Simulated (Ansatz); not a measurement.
Question: Name a neutral molecule of C, Ga, N, O, S and H with LUMO energy (ωB97M-V/def2-TZVPP) between 1.35 and 1.65 eV and size of the dipole moment (ωB97M-V/def2-TZVPP) between 2.15 and 2.45 D (Ansatz, PBE0-D4/def2-TZVP geometry).

Answer: `C[N](C)[Ga]([OH])[SH]` (1.39 eV, 2.24 D). Other molecules can fit too; these were computed, each in one conformer that needn't be the lowest.
